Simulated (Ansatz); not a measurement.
The cluster Li16⁺. The state is a doublet with charge 1. Geometry PBE/def2-SVP.

```xyz
16

Li    2.571   -1.003    2.334
Li    0.287   -2.286    0.553
Li    0.906    1.064   -3.374
Li    0.373    0.401    1.459
Li   -2.484    1.073   -2.421
Li   -0.175    2.313   -0.593
Li   -1.239    2.406    2.420
Li    0.967    0.984    4.078
Li   -2.296    0.051    0.577
Li   -1.103   -1.232   -3.972
Li    2.186    2.439    1.609
Li    2.293    0.132   -0.622
Li   -0.374   -0.401   -1.457
Li    1.352   -2.308   -2.434
Li   -1.041   -1.187    3.207
Li   -2.221   -2.446   -1.365
```

The structure comes from a short search, and lower isomers may exist.

Question: Estimate the α-spin orbital energies around the gap (eV) in Ansatz with LDA (SPW92)/def2-TZVP, PBE/def2-SVP, PBE/def2-TZVP, r2SCAN/def2-TZVP, PBE0/def2-TZVP.

Answer: 
```
orbital  LDA (SPW92)/def2-TZVP  PBE/def2-SVP  PBE/def2-TZVP  r2SCAN/def2-TZVP  PBE0/def2-TZVP
 HOMO−9                 -50.62        -51.37         -51.46            -52.92          -55.51
 HOMO−8                 -50.62        -51.37         -51.46            -52.92          -55.50
 HOMO−7                  -8.01         -7.86          -7.99             -8.13           -8.97
 HOMO−6                  -7.26         -7.09          -7.22             -7.30           -8.02
 HOMO−5                  -6.74         -6.63          -6.73             -6.82           -7.43
 HOMO−4                  -6.73         -6.62          -6.72             -6.81           -7.41
 HOMO−3                  -6.23         -6.08          -6.18             -6.13           -6.63
 HOMO−2                  -5.87         -5.73          -5.82             -5.78           -6.23
 HOMO−1                  -5.85         -5.72          -5.80             -5.76           -6.21
   HOMO                  -5.30         -5.28          -5.35             -5.42           -5.78
   LUMO                  -4.91         -4.80          -4.85             -4.72           -4.37
 LUMO+1                  -4.90         -4.78          -4.84             -4.71           -4.34
 LUMO+2                  -4.86         -4.73          -4.80             -4.65           -4.34
 LUMO+3                  -4.63         -4.51          -4.58             -4.44           -4.14
 LUMO+4                  -4.62         -4.50          -4.57             -4.43           -4.13
 LUMO+5                  -4.38         -4.23          -4.31             -4.13           -3.79
 β HOMO                  -5.81         -5.70          -5.78             -5.76           -6.22
 β LUMO                  -4.98         -4.75          -4.81             -4.59           -4.30
```
